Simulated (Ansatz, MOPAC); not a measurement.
Diatomic SiO-, multiplicity 2 (lowest of 2S+1 = 2, 4 at CCSD(T)/def2-TZVPP on PBE0 minima; our sources give no spin for the ground state, which may be another).

Seven points along R, fitted to fifth degree in 1/R; most abundant isotopes. Runs in def2 and cc sets follow the lowest solution found near the PBE0 minimum.

Frozen-core correlation. CBS: X⁻³ extrapolation of the correlation energy, Hartree–Fock from the larger set. The state that PM6 reach isn't checked.

The values were computed with Ansatz (Gaussian orbitals); MOPAC for PM6 (differences of heats of formation). Values without a source in brackets are computed.

### Question
What bond length and harmonic frequency does PM6 give?

### Answer
r_e = 1.542 Å, ω_e = 762 cm⁻¹.

### Question
What bond length and harmonic frequency does wB97M-V/def2-TZVPP give?

### Answer
r_e = 1.563 Å, ω_e = 1099 cm⁻¹.

### Question
What bond length and harmonic frequency does CCSD(T)/CBS(aug-cc-pV(T+d)Z, aug-cc-pV(Q+d)Z) give?

### Answer
r_e = 1.558 Å, ω_e = 1079 cm⁻¹.

Ansatz is a program for electronic structure.
